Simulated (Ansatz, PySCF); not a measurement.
System: chloro(silyl)silane, Si2H5Cl, charge 0, multiplicity 1. SMILES: [SiH3][SiH2]Cl
Geometry: optimised at B3LYP-D3(BJ)/def2-TZVP (Ansatz, a first-principles code).

Unscaled harmonic wavenumbers (cm⁻¹) in rising order, each level at the stationary point that it reaches from this structure (no distance between atoms moves by over 0.3 Å); the order of modes can differ between levels, and a negative number is imaginary. B3LYP-D3(BJ)/def2-TZVP (PySCF, at the structure above): 103, 120, 357, 406, 512, 536, 593, 706, 812, 890, 945, 945, 958, 2213, 2226, 2230, 2230, 2240.

HF/3-21G (Ansatz): 104, 121, 391, 391, 470, 570, 618, 745, 845, 929, 995, 1006, 1010, 2285, 2304, 2310, 2325, 2335. Zero-point energy 28.2 against 27.2 kcal/mol; where all levels lie over 400 cm⁻¹, the wavenumbers are on average 1.037 times those of B3LYP-D3(BJ)/def2-TZVP.

HF/6-31G* (Ansatz): 104, 137, 404, 443, 559, 584, 653, 773, 900, 988, 1028, 1029, 1049, 2368, 2383, 2385, 2402, 2404. Zero-point energy 29.4 against 27.2 kcal/mol; where all levels lie over 400 cm⁻¹, the wavenumbers are on average 1.088 times those of B3LYP-D3(BJ)/def2-TZVP.

B3LYP/6-31G* (Ansatz): 104, 125, 366, 408, 518, 538, 598, 714, 823, 896, 943, 943, 960, 2234, 2249, 2255, 2256, 2266. Zero-point energy 27.4 against 27.2 kcal/mol; where all levels lie over 400 cm⁻¹, the wavenumbers are on average 1.008 times those of B3LYP-D3(BJ)/def2-TZVP.
